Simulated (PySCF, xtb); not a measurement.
C₂H₇ClOSi₂, SMILES C=C([SiH3])O[SiH2]Cl. Other conformers were not sampled.

Harmonic wavenumbers (cm⁻¹) from GFN2-xTB (xtb) at its own minimum, in rising order: 31, 56, 86, 130, 173, 241, 344, 392, 488, 517, 542, 577, 605, 676, 716, 732, 759, 769, 784, 790, 802, 865, 1027, 1202, 1388, 1664, 2260, 2268, 2273, 2282, 2369, 3081, 3149.

Task: What does PBE-D3(BJ)/def2-SVP (PySCF) give at its own minimum? (An estimate is asked for; the answer gives what the named calculation found.)

Result: 35, 82, 127, 145, 167, 261, 358, 392, 528, 575, 618, 664, 668, 711, 737, 765, 837, 859, 885, 899, 900, 917, 995, 1206, 1350, 1618, 2166, 2175, 2184, 2195, 2237, 3077, 3184. Paired by order, the mean absolute difference is 52 cm⁻¹ and the zero-point energies are 48.7 and 49.3 kcal/mol.
